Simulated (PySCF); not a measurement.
Ligands exchanged one at a time, Ge Cl-SH. All species are isolated molecules in the gas phase. One relaxed conformer stands for each flexible species; it need not be the lowest. Strings in code marks are SMILES.

The S1 excitation (TDA) from two functionals at the same geometries (PBE0-D3(BJ)/def2-TZVP), both in PySCF: PBE-D3(BJ)/def2-TZVP and ωB97X-D3(BJ)/def2-TZVP. Excitations are Tamm–Dancoff values on a coarser integration grid. The basis has no diffuse functions, so Rydberg states are missing or too high.

```
species                                                                                                  ωB97X-D3(BJ)/def2-TZVP (eV)
-------------------------------------------------------------------------------------------------------  ---------------------------
0 of 4 Cl replaced by SH (`[Cl][Ge]([Cl])([Cl])[Cl]`)                                                                           6.74
1 of 4 Cl replaced by SH (`[SH][Ge]([Cl])([Cl])[Cl]`)                                                                           5.49
2 of 4 Cl replaced by SH (`[SH][Ge]([SH])([Cl])[Cl]` (H–S–Ge–Cl torsion -83°, Cl–Ge–S–H torsion -178°))                         5.54
4 of 4 Cl replaced by SH                                                                                                        5.23
```

Task: What does PBE-D3(BJ)/def2-TZVP give for each?

Result: 
- 0 of 4 Cl replaced by SH (`[Cl][Ge]([Cl])([Cl])[Cl]`): 5.15
- 1 of 4 Cl replaced by SH (`[SH][Ge]([Cl])([Cl])[Cl]`): 4.29
- 2 of 4 Cl replaced by SH (`[SH][Ge]([SH])([Cl])[Cl]` (H–S–Ge–Cl torsion -83°, Cl–Ge–S–H torsion -178°)): 4.33
- 4 of 4 Cl replaced by SH: 3.92
Over these rows, drawn at random from the members with no instability flagged (it was tested for open shells, ions and some series alone), PBE minus ωB97X-D3(BJ): mean -1.33 eV, from -1.59 eV to -1.21 eV.
